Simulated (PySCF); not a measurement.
## Working with the constants of GaTe

UHF-CCSD(T) constants of GaTe, ²Σ⁺ (doublet), unpaired electrons σ ↑ (basis Ga aug-cc-pVDZ-PP with ECP10, Te aug-cc-pVDZ-PP with ECP28; scalar-relativistic core potentials; PySCF 2.14; masses 68.9256 and 129.9062 u):

```
ωe              : 249.3 cm⁻¹
ωexe            : 0.884 cm⁻¹
Be              : 0.062642 cm⁻¹
αe              : 0.000266 cm⁻¹
D (centrifugal) : 1.58e-08 cm⁻¹
De to Ga + Te   : 2.48 eV
```

Problem. Give the vibrational terms G(v) and spacings up to v = 6.

Solution. G(v) = ωe(v+½) − ωexe(v+½)².

| v | G(v) (cm⁻¹) | G(v) − G(v−1) | Bv (cm⁻¹) |
| --- | --- | --- | --- |
| 0 | 124.4 |  | 0.06251 |
| 1 | 372.0 | 247.5 | 0.06224 |
| 2 | 617.7 | 245.8 | 0.06198 |
| 3 | 861.7 | 244.0 | 0.06171 |
| 4 | 1103.9 | 242.2 | 0.06144 |
| 5 | 1344.4 | 240.5 | 0.06118 |
| 6 | 1583.1 | 238.7 | 0.06091 |

Problem. How well does the Morse estimate ωe²/(4ωexe) reproduce De, and what is D0?

Solution. It gives 2.18 eV, 88 % of the computed De. D0 = De − G(0) = 2.48 − 0.02 = 2.46 eV.

Correlated steps freeze 8 core orbitals. Correlated levels converge slowly with the basis: in double zeta they bind strong bonds too weakly, by up to about 1 eV, and carry superposition errors of some tenths. Spin–orbit coupling is left out, which matters for elements this heavy, above all for dissociation energies. The state was picked by a PBE0 search and need not be the measured ground state.
